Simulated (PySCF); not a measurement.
Working out the excitation energy of Be

Be [He] 2s2 (1S) → Be [He] 2s1 3s1 (3S). Calculation: PySCF 2.14, in aug-cc-pCVTZ-DK (7s6p4d2f, 59 functions); the spin-free X2C one-electron Hamiltonian (Gaussian nucleus). Frozen: nothing. Energies in hartree (1 hartree = 27.21139 eV):

| part | Be (lower) | Be (upper) |
| --- | --- | --- |
| UHF | -14.575388 | -14.379702 |
| CCSD correlation | -0.089096 | -0.048081 |
| (T) | -0.000445 | -0.000085 |

What does Hartree-Fock give?

(-14.379702) − (-14.575388) = 0.195686 hartree = 5.325 eV.

What do CCSD and CCSD(T) give?

The CCSD correlation energies differ by 0.041015 hartree = 1.116 eV and the triples by 0.000360 hartree = 0.010 eV, so CCSD gives 6.441 eV and CCSD(T) 6.451 eV.

Measured between the centres of the two terms (NIST): 6.457 eV, so CCSD(T) (valence and next inner shell) is off by -0.006 eV.

What remains against the reference includes basis incompleteness and higher excitations.
